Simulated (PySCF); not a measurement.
# Interval between two levels of Se⁺ by level of theory

Se⁺ [Ar] 3d10 4s2 4p3 [4S3/2, M_J = 3/2] → Se⁺ [Ar] 3d10 4s1 4p3 4d1 [6D9/2, M_J = 9/2], as a difference of total energies. Calculation: PySCF 2.14, in x2c-SVPall-2c with one added diffuse shell each of s, p, d type (6s7p4d, 47 functions); the two-component X2C-1e Hamiltonian. Correlated levels: [Ne] frozen; the 6 highest virtual spinors dropped. "Screened" scales the spin-orbit matrix elements by Boettger's factors to mimic the two-electron term; Breit and QED terms are absent.

| method | interval between two levels (cm⁻¹) |
| --- | --- |
| GHF (spin-free) | 152880 |
| GMP2 (spin-free) | 163680 |
| GHF (screened spin-orbit) | 152980 |
| GMP2 (screened spin-orbit) | 163800 |

The labels give the starting determinants; with spin-orbit coupling the two ends relaxed to ⟨J²⟩ = 3.75, ⟨L²⟩ = 0.01, ⟨S²⟩ = 3.73 and ⟨J²⟩ = 24.75, ⟨L²⟩ = 6.02, ⟨S²⟩ = 8.74.

The promoted electron is Rydberg-like, and one or two diffuse shells describe it only roughly, which tends to raise the upper state.
